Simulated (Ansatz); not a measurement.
Reaction (cleavage of the Ge–B bond): `[CH3][GeH2][BH][AlH2]` + H₂Se → `[CH3][GeH2][SeH]` + `[BH2][AlH2]`

Program: Ansatz. Geometries: PBE0-D4/def2-TZVP. ΔE: electronic, gas phase. CCSD(T)/CBS adds triple-zeta CCSD(T) − MP2 to the extrapolated MP2 energy (def2 sets, frozen cores). This one scheme is used for every species. DFT in def2-TZVPP. For Ge, Se outer-core shells are correlated without core-valence functions, which leaves a few kJ/mol of doubt a bond. Scalar relativity is left out up to krypton. One conformer a species, not always the lowest.

| level | ΔE (kJ/mol) | difference from CCSD(T)/CBS |
| --- | --- | --- |
| PBE0-D4 | -57.3 | 0.6 |
| B2PLYP | -62.9 | -5.0 |
| PBE0 | -57.4 | 0.5 |
| CCSD/def2-TZVPP | -58.9 | -1.0 |
| CCSD(T)/def2-TZVPP | -57.3 | 0.6 |
| MP2/def2-QZVPP | -65.8 | -7.9 |
| SCS-MP2/def2-QZVPP | -66.4 | -8.5 |
| HF/CBS(def2) | -76.6 | -18.7 |
| MP2/CBS(def2) | -65.9 | -8.0 |
| CCSD/CBS(def2) | -59.5 | -1.6 |
| CCSD(T)/CBS | -57.9 | 0 |

Largest T1 diagnostic among the species: 0.012.

From PBE to PBE0 (25 % exact exchange), in def2-TZVPP and without D4, ΔE moves by −5.4 kJ/mol. In def2-TZVPP, CCSD(T) changes the Hartree–Fock value by +18.8 kJ/mol (the triples alone add +1.6 kJ/mol) and MP2 by +10.9 kJ/mol.
